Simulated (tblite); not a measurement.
Compound: C4H3FNOS (doublet state).
Cartesian coordinates in Å at the GFN2-xTB level; atoms count from 1:
```
atom  x, y, z in Å
N1    -2.555   -0.270    0.528
C2    -1.675   -0.179   -0.194
C3    -0.527   -0.032   -1.062
C4     0.478    0.894   -0.423
S5     0.815    2.390   -1.035
O6     1.124    0.551    0.692
C7     1.142   -0.533    1.386
F8     0.439   -1.621    1.056
H9    -0.102   -1.023   -1.258
H10   -0.850    0.411   -2.007
H11    1.716   -0.586    2.290
```

Calculated harmonic vibrations of the isolated species, GFN2-xTB (tblite), most abundant isotopes, no scaling. Errors from tens to a few hundred cm⁻¹ against measured bands are possible. One conformer, not necessarily the lowest. Open shells enter through the occupations alone, without spin polarisation, and single modes of such species can be off by tens of per cent.

Harmonic wavenumbers (cm⁻¹): 54.7, 79.9, 109.3, 151.7, 194.4, 292.4, 293.6, 318.7, 386.0, 419.4, 546.2, 632.5, 777.1, 880.1, 977.6, 1025.0, 1074.9, 1133.1, 1169.5, 1221.1, 1249.9, 1381.1, 1401.3, 2411.1, 2941.4, 2992.8, 3148.3.

A = 2341, B = 1407, C = 980.0 MHz; mass 131.992 u (most abundant isotopes); point group C1, symmetry number 1; spin multiplicity 2.

Question: Zero-point energy?

Answer: Half the sum of the wavenumbers: 13632 cm⁻¹ = 38.98 kcal/mol.

Question: What is S at 350 K and 1 bar for an ideal gas of classical rigid rotors and harmonic oscillators?

Answer: Translation 41.37, rotation 29.47, vibration 28.49, spin (R ln 2) 1.38: S = 100.7 cal/(mol K).

Question: And Cp and H(350 K) − H(0)?

Answer: Cp = 33.73 cal/(mol K), of which vibrations give 25.78 (their classical limit is 27 R = 53.7); H(350 K) − H(0) = 7.85 kcal/mol without the zero-point energy, 5.07 from vibrations.

Question: How do the functions run with temperature in this model?

Answer: 
```tsv
T (K)	S (cal/(mol K))	Cp (cal/(mol K))	H − H(0) (kcal/mol)	G − H(0) (kcal/mol)	ln q(vib)
50	59.3	12.6	0.49	-2.48	0.40
100	69.7	17.7	1.25	-5.72	1.45
298.15	95.5	31.0	6.17	-22.31	5.95
373.15	102.9	34.9	8.65	-29.75	7.53
500	113.9	40.2	13.43	-43.52	10.03
750	131.6	47.1	24.42	-74.30	14.47
1000	145.8	51.3	36.76	-109.04	18.33
```

q(vib) and H(0) count from the zero-point level.

Question: Blend soft modes into free rotors: weight 1/[1 + (100 cm⁻¹/ν̃)⁴] for the oscillator and the rest for a rotor with moment μB/(μ + B), μ = h/(8π²ν), B = 10⁻⁴⁴ kg m². What vibrational entropy results?

Answer: 26.24 cal/(mol K) in place of 28.49, which changes −T·S at 350 K by +0.79 kcal/mol.

Question: What must be added to the electronic energy to get the Gibbs energy at 350 K and 1 bar?

Answer: ZPE + [H(350 K) − H(0)] − T·S = 38.98 + 7.85 − 35.25 = 11.58 kcal/mol.

Question: Which modes carry the vibrational entropy at 350 K?

Answer: 54.7 cm⁻¹: 4.96; 79.9 cm⁻¹: 4.21; 109.3 cm⁻¹: 3.59; 151.7 cm⁻¹: 2.96; 194.4 cm⁻¹: 2.48; 292.4 cm⁻¹: 1.74 cal/(mol K); the other 21 give 8.55 together.

Hindered rotation and anharmonicity are outside this model. Other conformers, if any are populated, would add a mixing term that is left out. The structure is chiral; the term R ln 2 for an equal mix with its mirror image is left out.

The run took 0.21 s of wall time on AMD EPYC 9B45, one thread (shared host). The figure is for the frequency step alone.
